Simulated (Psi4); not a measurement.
C2H2F3O2, charge +1, singlet, geometry from GFN2-xTB; TPSS/3-21G (Psi4).

Here is a job for Psi4.
```
memory 2 GB

molecule mol {
1 1
O     1.143908   -0.508028    1.525917
C     0.761351   -0.215173    0.480819
O     1.779577    0.010549   -0.623972
C    -0.663184    0.098301   -0.097993
F    -0.926334    1.377105    0.076635
F    -0.649952   -0.162145   -1.410060
F    -1.556010   -0.650249    0.495057
H     2.703004   -0.268661   -0.400639
H     1.510780   -0.132673   -1.566562
}

set {
  basis 3-21g
  reference rks
  d_convergence 1e-10
}

energy('tpss')
print_variables()
```

Problem. Write the output that Psi4 gives for this input, abridged.

Solution. 
```
   => Loading Basis Set <=

    Name: 3-21G
    Role: ORBITAL
    Keyword: BASIS

         ---------------------------------------------------------
                                   SCF
               by Justin Turney, Rob Parrish, Andy Simmonett
                          and Daniel G. A. Smith
                              RKS Reference
         ---------------------------------------------------------

  ==> Geometry <==

    Molecular point group: c1
    Full point group: C1

    Geometry (in Angstrom), charge = 1, multiplicity = 1:

       Center              X                  Y                   Z               Mass
    ------------   -----------------  -----------------  -----------------  -----------------
         O            1.207585603567    -0.516415207738     1.516263165712    15.994914619570
         C            0.825028603567    -0.223560207738     0.471165165712    12.000000000000
         O            1.843254603567     0.002161792262    -0.633625834288    15.994914619570
         C           -0.599506396433     0.089913792262    -0.107646834288    12.000000000000
         F           -0.862656396433     1.368717792262     0.066981165712    18.998403162730
         F           -0.586274396433    -0.170532207738    -1.419713834288    18.998403162730
         F           -1.492332396433    -0.658636207738     0.485403165712    18.998403162730
         H            2.766681603567    -0.277048207738    -0.410292834288     1.007825032230
         H            1.574457603567    -0.141060207738    -1.576215834288     1.007825032230

  Running in c1 symmetry.

  Rotational constants: A =      0.12405  B =      0.07919  C =      0.06487 [cm^-1]
  Rotational constants: A =   3718.92895  B =   2374.06378  C =   1944.84010 [MHz]
  Nuclear repulsion =  346.290239331061343

  Charge       = 1
  Multiplicity = 1
  Electrons    = 56
  Nalpha       = 28
  Nbeta        = 28

  ==> Algorithm <==

  SCF Algorithm Type is DF.
  DIIS enabled.
  MOM disabled.
  Fractional occupation disabled.
  Guess Type is SAD.
  Energy threshold   = 1.00e-06
  Density threshold  = 1.00e-10
  Integral threshold = 1.00e-12

  ==> Primary Basis <==

  Basis Set: 3-21G
    Blend: 3-21G
    Number of shells: 39
    Number of basis functions: 67
    Number of Cartesian functions: 67
    Spherical Harmonics?: false
    Max angular momentum: 1

  ==> DFT Potential <==

   => LibXC <=

    Version 7.1.2
[...]
   @DF-RKS iter  10:  -524.20793964996642   -6.42785e-10   5.86671e-07 DIIS
   @DF-RKS iter  11:  -524.20793965046846   -5.02041e-10   2.41779e-08 DIIS
   @DF-RKS iter  12:  -524.20793965047017   -1.70530e-12   5.71041e-09 DIIS
   @DF-RKS iter  13:  -524.20793965047073   -5.68434e-13   5.09648e-09 DIIS
   @DF-RKS iter  14:  -524.20793965047073    0.00000e+00   2.02985e-10 DIIS
   @DF-RKS iter  15:  -524.20793965047028    4.54747e-13   2.41490e-11 DIIS
  Energy and wave function converged.

  ==> Post-Iterations <==

   Electrons on quadrature grid:
      Ntotal   =   55.9999973053 ; deviation = -2.695e-06

    Orbital Energies [Eh]
    ---------------------

    Doubly Occupied:

[...]
      28A     -0.527977

    Virtual:

[...]
    Final Occupation by Irrep:
              A
    DOCC [    28 ]
    NA   [    28 ]
    NB   [    28 ]

  @DF-RKS Final Energy:  -524.20793965047028

   => Energetics <=

    Nuclear Repulsion Energy =            346.2902393310613434
    One-Electron Energy =               -1398.8882531608051067
    Two-Electron Energy =                 588.0531706212036624
    DFT Exchange-Correlation Energy =     -59.6630964419302430
    Empirical Dispersion Energy =           0.0000000000000000
    VV10 Nonlocal Energy =                  0.0000000000000000
    Total Energy =                       -524.2079396504702800

Computation Completed

Properties will be evaluated at   0.000000,   0.000000,   0.000000 [a0]

Properties computed using the SCF density matrix

 Multipole Moments:

 ------------------------------------------------------------------------------------
     Multipole            Electronic (a.u.)      Nuclear  (a.u.)        Total (a.u.)
 ------------------------------------------------------------------------------------

 L = 1.  Multiply by 2.5417464519 to convert [e a0] to [Debye]
 Dipole X            :         -4.0538754            6.8589980            2.8051225
 Dipole Y            :          0.4317279           -0.9034211           -0.4716932
 Dipole Z            :         -0.1089928           -1.0398512           -1.1488440
 Magnitude           :                                                    3.0677434

 ------------------------------------------------------------------------------------

  Variable Map:
  ----------------------------------------------------------------------------
[...]
  Array Variable Map:
  ----------------------------------------------------------------------------
[...]
[...]
```
